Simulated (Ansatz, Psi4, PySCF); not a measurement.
BeF₂ (SMILES [F][Be][F]), singlet, at a GFN2-xTB geometry (such geometries of metal compounds can be far from the true shape). Base run: WB97X/def2-SVPD in PySCF.

The PySCF input:
```python
from pyscf import gto, scf, dft

mol = gto.M(
    atom='''
Be    0.000000    0.000000    0.000000
F    -0.000000   -0.000000   -1.369539
F     0.000000    0.000000    1.369539
''',
    basis='def2-svpd',
    charge=0,
    spin=0,
    verbose=4,
)

mf = dft.RKS(mol)
mf.xc = 'wb97x'
mf.kernel()
```

The same geometry, method and basis name were run in Ansatz (a first-principles code) and Psi4 and PySCF, at each program's defaults and at the settings that a row names. The base is PySCF at its defaults. Differences at the defaults can come from grids, fitting, cores and function types together.

```json
[
 {"code and settings": "PySCF, defaults (exact integrals, its default grid, spherical functions)", "ΔE vs base (mEh)": "0.000", "basis functions": "58", "E (Eh)": "-214.38930", "SCF cycles": "8"},
 {"code and settings": "Psi4, defaults (density fitting with its default set, its default grid, spherical functions)", "ΔE vs base (mEh)": "-0.013", "basis functions": "58", "E (Eh)": "-214.38931", "SCF cycles": "7"},
 {"code and settings": "Ansatz, defaults (factorised integrals, its default grid, spherical functions)", "ΔE vs base (mEh)": "0.010", "basis functions": "58", "E (Eh)": "-214.38929", "SCF cycles": "-"},
 {"code and settings": "PySCF, density fitting with def2-universal-jkfit", "ΔE vs base (mEh)": "-0.007", "basis functions": "58", "E (Eh)": "-214.38930", "SCF cycles": "8"},
 {"code and settings": "PySCF, fine grid", "ΔE vs base (mEh)": "0.003", "basis functions": "58", "E (Eh)": "-214.38930", "SCF cycles": "8"},
 {"code and settings": "Psi4, exact integrals, spherical functions, fine grid", "ΔE vs base (mEh)": "0.006", "basis functions": "58", "E (Eh)": "-214.38929", "SCF cycles": "9"},
 {"code and settings": "Ansatz, high accuracy", "ΔE vs base (mEh)": "0.004", "basis functions": "58", "E (Eh)": "-214.38929", "SCF cycles": "-"}
]
```
